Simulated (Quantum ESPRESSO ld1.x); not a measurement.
ld1.x (Quantum ESPRESSO 7.5) input

```
 &input
    atom='Pb',
    iswitch=1,
    rel=2,
    dft='SLA-NOC-B88-NOGC',
    config='[Hg] 6p0 7s0 5f0 6d0',
    rel_dist='average',
    verbosity='high',
    lsmall=.true.,
    prefix='ld1',
    max_out_wfc=37,
    file_charge='ld1.rho',
 /
```

It prints (banner and zero overlaps left out):

```
     Program LD1 v.7.5 starts

     --------------------------- All-electron run ----------------------------

     dirac relativistic calculation

     atomic number is 82.00
     dft =SLA-NOC-B88-NOGC   lsd =0 sic =0 latt =0  beta=0.20 tr2=1.0E-14
     Exchange-correlation= SLA-NOC-B88-NOGC
                           (   1   0   1   0   0   0   0)
     mesh =2127 r(mesh) =  99.61181 a.u. xmin = -8.00 dx = 0.00800
     1 Ry =  13.60569312 eV, c = 137.03599908

     n l j   nl                  e(Ry)          e(Ha)          e(eV)
     Spin orbit split results
     1 0 0.5 1S 1( 2.00)   -6468.274154637   -3234.137077318 -88005.3531834
     2 0 0.5 2S 1( 2.00)   -1156.833682068    -578.416841034 -15739.5240726
     2 1 0.5 2P 1( 2.00)   -1110.880152399    -555.440076199 -15114.2944500
     2 1 1.5 2P 1( 4.00)    -949.875369226    -474.937684613 -12923.7127788
     3 0 0.5 3S 1( 2.00)    -278.508793944    -139.254396972  -3789.3051825
     3 1 0.5 3P 1( 2.00)    -257.799543999    -128.899772000  -3507.5414829
     3 1 1.5 3P 1( 4.00)    -221.876972606    -110.938486303  -3018.7900003
     4 0 0.5 4S 1( 2.00)     -63.911463980     -31.955731990   -869.5597660
     4 1 0.5 4P 1( 2.00)     -54.954236683     -27.477118342   -747.6904801
     4 1 1.5 4P 1( 4.00)     -46.158525409     -23.079262705   -628.0187317
     3 2 1.5 3D 1( 4.00)    -187.886928388     -93.943464194  -2556.3318895
     3 2 2.5 3D 1( 6.00)    -180.244170150     -90.122085075  -2452.3468663
     5 0 0.5 5S 1( 2.00)     -11.704263868      -5.852131934   -159.2446224
     5 1 0.5 5P 1( 2.00)      -8.648562360      -4.324281180   -117.6696854
     5 1 1.5 5P 1( 4.00)      -7.002116552      -3.501058276    -95.2686490
     4 2 1.5 4D 1( 4.00)     -31.583953867     -15.791976934   -429.7215839
     4 2 2.5 4D 1( 6.00)     -29.943054069     -14.971527035   -407.3960048
     6 0 0.5 6S 1( 2.00)      -1.948356237      -0.974178119    -26.5087371
     5 2 1.5 5D 1( 4.00)      -2.800154697      -1.400077349    -38.0980455
     5 2 2.5 5D 1( 6.00)      -2.608591061      -1.304295531    -35.4916895
     4 3 2.5 4F 1( 6.00)     -11.074526360      -5.537263180   -150.6766071
     4 3 3.5 4F 1( 8.00)     -10.704713306      -5.352356653   -145.6450442
     6 1 0.5 6P 1( 0.00)      -1.327467032      -0.663733516    -18.0611091
     6 1 1.5 6P 1( 0.00)      -1.166766499      -0.583383249    -15.8746669
     7 0 0.5 7S 1( 0.00)      -0.651797456      -0.325898728     -8.8681562
     5 3 2.5 5F 1( 0.00)      -0.311048253      -0.155524127     -4.2320271
     5 3 3.5 5F 1( 0.00)      -0.310840104      -0.155420052     -4.2291951
     6 2 1.5 6D 1( 0.00)      -0.564361996      -0.282180998     -7.6785361
     6 2 2.5 6D 1( 0.00)      -0.552935790      -0.276467895     -7.5230747
     Averaged results
     1 0     1S 1( 2.00)   -6468.274154637   -3234.137077318 -88005.3531834
     2 0     2S 1( 2.00)   -1156.833682068    -578.416841034 -15739.5240726
     2 1     2P 1( 6.00)   -1003.543630284    -501.771815142 -13653.9066692
     3 0     3S 1( 2.00)    -278.508793944    -139.254396972  -3789.3051825
     3 1     3P 1( 6.00)    -233.851163070    -116.925581535  -3181.7071612
     4 0     4S 1( 2.00)     -63.911463980     -31.955731990   -869.5597660
     4 1     4P 1( 6.00)     -49.090429167     -24.545214584   -667.9093145
     3 2     3D 1(10.00)    -183.301273445     -91.650636723  -2493.9408755
     5 0     5S 1( 2.00)     -11.704263868      -5.852131934   -159.2446224
     5 1     5P 1( 6.00)      -7.550931822      -3.775465911   -102.7356612
     4 2     4D 1(10.00)     -30.599413988     -15.299706994   -416.3262365
     6 0     6S 1( 2.00)      -1.948356237      -0.974178119    -26.5087371
     5 2     5D 1(10.00)      -2.685216516      -1.342608258    -36.5342319
     4 3     4F 1(14.00)     -10.863204615      -5.431602308   -147.8014283
     6 1     6P 1( 0.00)      -1.220333343      -0.610166672    -16.6034810
     7 0     7S 1( 0.00)      -0.651797456      -0.325898728     -8.8681562
     5 3     5F 1( 0.00)      -0.310929311      -0.155464655     -4.2304088
     6 2     6D 1( 0.00)      -0.557506272      -0.278753136     -7.5852593

     final scf error:  2.4E-15 reached in  23 iterations

     Etot =  -41849.009817 Ry,  -20924.504909 Ha, -569384.785074 eV

     Ekin =   48744.693068 Ry,   24372.346534 Ha,  663205.335263 eV
     Encl = -105863.710987 Ry,  -52931.855493 Ha,-1440349.164544 eV
     Eh   =   16042.907345 Ry,    8021.453672 Ha,  218274.874134 eV
     Exc  =    -772.899244 Ry,    -386.449622 Ha,  -10515.829927 eV

     normalization and overlap integrals

     s(1S/1S) =  1.000000  <r> =   0.0160  <r2> =    0.0004  r(max) =   0.0098
     LC norm =  0.90204275 + SC norm =  0.09795725 =  1.00000000
     s(2S/2S) =  1.000000  <r> =   0.0669  <r2> =    0.0054  r(max) =   0.0571
     LC norm =  0.97741361 + SC norm =  0.02258639 =  1.00000000
     s(2P/2P) =  1.000000  <r> =   0.0549  <r2> =    0.0038  r(max) =   0.0425
     LC norm =  0.97732562 + SC norm =  0.02267438 =  1.00000000
     s(2P/2P) =  1.000000  <r> =   0.0638  <r2> =    0.0050  r(max) =   0.0499
     LC norm =  0.98005950 + SC norm =  0.01994050 =  1.00000000
     s(3S/3S) =  1.000000  <r> =   0.1739  <r2> =    0.0347  r(max) =   0.1616
     LC norm =  0.99240350 + SC norm =  0.00759650 =  1.00000000
     s(3P/3P) =  1.000000  <r> =   0.1644  <r2> =    0.0316  r(max) =   0.1504
     LC norm =  0.99245809 + SC norm =  0.00754191 =  1.00000000
     s(3P/3P) =  1.000000  <r> =   0.1807  <r2> =    0.0379  r(max) =   0.1655
     LC norm =  0.99325342 + SC norm =  0.00674658 =  1.00000000
     s(4S/4S) =  1.000000  <r> =   0.3841  <r2> =    0.1667  r(max) =   0.3625
     LC norm =  0.99738276 + SC norm =  0.00261724 =  1.00000000
     s(4P/4P) =  1.000000  <r> =   0.3853  <r2> =    0.1691  r(max) =   0.3596
     LC norm =  0.99747967 + SC norm =  0.00252033 =  1.00000000
     s(4P/4P) =  1.000000  <r> =   0.4199  <r2> =    0.2004  r(max) =   0.3927
     LC norm =  0.99778698 + SC norm =  0.00221302 =  1.00000000
     s(3D/3D) =  1.000000  <r> =   0.1570  <r2> =    0.0289  r(max) =   0.1292
     LC norm =  0.99336436 + SC norm =  0.00663564 =  1.00000000
     s(3D/3D) =  1.000000  <r> =   0.1619  <r2> =    0.0306  r(max) =   0.1334
     LC norm =  0.99357626 + SC norm =  0.00642374 =  1.00000000
     s(5S/5S) =  1.000000  <r> =   0.8540  <r2> =    0.8175  r(max) =   0.7876
     LC norm =  0.99929612 + SC norm =  0.00070388 =  1.00000000
     s(5P/5P) =  1.000000  <r> =   0.9126  <r2> =    0.9395  r(max) =   0.8264
     LC norm =  0.99938399 + SC norm =  0.00061601 =  1.00000000
     s(5P/5P) =  1.000000  <r> =   1.0047  <r2> =    1.1394  r(max) =   0.9024
     LC norm =  0.99948150 + SC norm =  0.00051850 =  1.00000000
     s(4D/4D) =  1.000000  <r> =   0.4246  <r2> =    0.2083  r(max) =   0.3834
     LC norm =  0.99798876 + SC norm =  0.00201124 =  1.00000000
     s(4D/4D) =  1.000000  <r> =   0.4357  <r2> =    0.2191  r(max) =   0.3927
     LC norm =  0.99806761 + SC norm =  0.00193239 =  1.00000000
     s(6S/6S) =  1.000000  <r> =   2.1917  <r2> =    5.3959  r(max) =   1.9295
     LC norm =  0.99988755 + SC norm =  0.00011245 =  1.00000000
     s(5D/5D) =  1.000000  <r> =   1.2705  <r2> =    1.8725  r(max) =   1.0505
     LC norm =  0.99967267 + SC norm =  0.00032733 =  1.00000000
     s(5D/5D) =  1.000000  <r> =   1.3169  <r2> =    2.0144  r(max) =   1.0847
     LC norm =  0.99969420 + SC norm =  0.00030580 =  1.00000000
     s(4F/4F) =  1.000000  <r> =   0.4509  <r2> =    0.2435  r(max) =   0.3483
     LC norm =  0.99842921 + SC norm =  0.00157079 =  1.00000000
     s(4F/4F) =  1.000000  <r> =   0.4572  <r2> =    0.2504  r(max) =   0.3511
     LC norm =  0.99846141 + SC norm =  0.00153859 =  1.00000000
     s(6P/6P) =  1.000000  <r> =   2.6149  <r2> =    7.7272  r(max) =   2.2463
     LC norm =  0.99992324 + SC norm =  0.00007676 =  1.00000000
     s(6P/6P) =  1.000000  <r> =   2.8950  <r2> =    9.4510  r(max) =   2.5125
     LC norm =  0.99993719 + SC norm =  0.00006281 =  1.00000000
     s(7S/7S) =  1.000000  <r> =   5.1194  <r2> =   29.1858  r(max) =   4.7649
     LC norm =  0.99997442 + SC norm =  0.00002558 =  1.00000000
     s(5F/5F) =  1.000000  <r> =   6.4636  <r2> =   47.9554  r(max) =   5.6819
     LC norm =  0.99999187 + SC norm =  0.00000813 =  1.00000000
     s(5F/5F) =  1.000000  <r> =   6.4733  <r2> =   48.0804  r(max) =   5.6819
     LC norm =  0.99999192 + SC norm =  0.00000808 =  1.00000000
     s(6D/6D) =  1.000000  <r> =   4.5680  <r2> =   23.5956  r(max) =   3.9325
     LC norm =  0.99997398 + SC norm =  0.00002602 =  1.00000000
     s(6D/6D) =  1.000000  <r> =   4.6718  <r2> =   24.6551  r(max) =   4.0604
     LC norm =  0.99997457 + SC norm =  0.00002543 =  1.00000000

     LC charge = 79.44287103 + SC charge =  0.55712897 = 80.00000000

     ------------------------ End of All-electron run ------------------------
```

Run on one thread of a shared host, so times are rough (Intel(R) Xeon(R) Processor @ 2.60GHz): 0.84 s of CPU time, 0.87 s wall, 23 iterations on 2127 mesh points.
